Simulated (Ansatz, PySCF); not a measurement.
C$_{5}$H$_{14}$Si (SMILES CC(C)[SiH](C)C), singlet, geometry from GFN2-xTB. Base run: CASSCF(6,5)/STO-3G run with PySCF.

Input for PySCF:
```python
from pyscf import gto, scf, mcscf
import numpy

mol = gto.M(
    atom='''
Si    0.68317706    0.20519227   -0.36160116
C     1.29472388    1.82294699    0.43231527
C     1.95268098   -1.17166870   -0.02390781
C    -1.02094597   -0.28085487    0.37112053
C    -2.05976408    0.81696202    0.15316086
C    -1.52955134   -1.59623998   -0.21448512
H     0.54352966    0.39647838   -1.81858662
H     1.33197097    1.74848842    1.51551518
H     0.64965473    2.65911965    0.18235374
H     2.29405538    2.06831747    0.08701305
H     2.94102068   -0.87627033   -0.36158839
H     1.69304263   -2.08973980   -0.54112450
H     2.02371332   -1.39989695    1.03586563
H    -0.91456161   -0.42230986    1.45304669
H    -3.02004932    0.53012433    0.58111348
H    -2.20467249    0.99912918   -0.90962442
H    -1.74519491    1.74765298    0.61881045
H    -1.65309608   -1.51130711   -1.29208384
H    -0.83254735   -2.40615692   -0.01401330
H    -2.49420531   -1.86319393    0.21649673
''',
    basis='sto-3g',
    verbose=4,
)

mf = scf.RHF(mol)
mf.kernel()
mc = mcscf.CASSCF(mf, 5, 6)
mc.fix_spin_(ss=0.0)
mc.kernel()
occ = numpy.linalg.eigvalsh(mc.fcisolver.make_rdm1(mc.ci, mc.ncas, mc.nelecas))[::-1]
ss = mc.fcisolver.spin_square(mc.ci, mc.ncas, mc.nelecas)[0]
print('natural occupations', occ.round(4), ' <S^2>', round(ss, 4))
```

Programs used: Ansatz (a program for electronic structure), PySCF; a row that names a program was run with it.

The base run was repeated with changes; each row names its change, and settings that it needs were set with it.

```tsv
change	ΔE vs base (mEh)	natural occupations	<S^2> of the state
base	0.000	2.00 1.98 1.98 0.02 0.02	0.00
code = ansatz; correction = SC-NEVPT2, all electrons	-283.7	-	-
solver = newton	6.468	2.00 1.99 1.98 0.02 0.01	0.00
active space = 4 electrons, 5 orbitals	0.235	1.98 1.98 0.02 0.02 0.00	0.00
active space = 4 electrons, 3 orbitals	14.283	2.00 1.98 0.02	0.00
orbitals = fixed (CASCI); correction = SC-NEVPT2	-283.0	2.00 1.99 1.99 0.01 0.01	0.00
conv_tol = 1e-5	0.007	2.00 1.98 1.98 0.02 0.02	0.00
start = MP2 natural orbitals	-4.216	2.00 1.98 1.98 0.02 0.02	0.00
correction = SC-NEVPT2	-283.5	2.00 1.98 1.98 0.02 0.02	0.00
code = ansatz	-4.184	-	-
orbitals = fixed (CASCI)	19.745	2.00 1.99 1.99 0.01 0.01	0.00
```

Active orbitals are taken around the Fermi level unless the row says otherwise; CASSCF can end in different local minima, and two programs can end on different orbitals. State-averaged rows give the lowest state.

Ansatz warned in this series: other orbitals give a lower active-space energy.
